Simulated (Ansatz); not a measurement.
C₃H₈AlB, SMILES `B[C](=C)[AlH][CH3]`, relaxed with RKS PBE-D4/def2-SVP in Ansatz from a rough embedded geometry. The force threshold is 0.03 eV/Å; the program also tests the step.

Total charge 0; spin multiplicity 1.

Start:

```xyz
13

B    -0.055   -1.649   -0.826
C     0.486   -0.877    0.363
C     1.234   -1.514    1.237
Al    0.092    1.093    0.634
C    -1.024    1.990   -0.788
H    -0.766   -1.051   -1.677
H     0.132   -2.772   -1.011
H     1.468   -2.533    1.198
H     1.594   -0.990    2.155
H     0.633    1.843    1.843
H    -1.174    3.033   -0.495
H    -2.050    1.505   -0.807
H    -0.571    1.922   -1.828
```

| step | energy (eV) | largest force (eV/Å) | largest move (Å) |
| --- | --- | --- | --- |
| 1 | -10498.4349 | 3.143 | 0.000 |
| 2 | -10498.7017 | 1.527 | 0.127 |
| 3 | -10498.7620 | 0.462 | 0.152 |
| 4 | -10498.8211 | 0.521 | 0.164 |
| 5 | -10498.8495 | 0.071 | 0.084 |
| 6 | -10498.8509 | 0.047 | 0.021 |
| 7 | -10498.8513 | 0.067 | 0.048 |
| 8 | -10498.8520 | 0.023 | 0.015 |

End:

```xyz
13

B    -0.064   -1.693   -0.865
C     0.444   -0.837    0.329
C     1.210   -1.477    1.265
Al    0.050    1.083    0.568
C    -1.041    2.056   -0.742
H    -0.768   -1.223   -1.746
H     0.239   -2.876   -0.940
H     1.461   -2.554    1.178
H     1.623   -0.969    2.160
H     0.666    1.783    1.881
H    -1.166    3.133   -0.513
H    -2.054    1.604   -0.814
H    -0.601    1.970   -1.760
```

Hardware: 4 threads of an Arm Neoverse V1 on a shared host. Wall time 11 s, peak host memory 0.16 GiB.
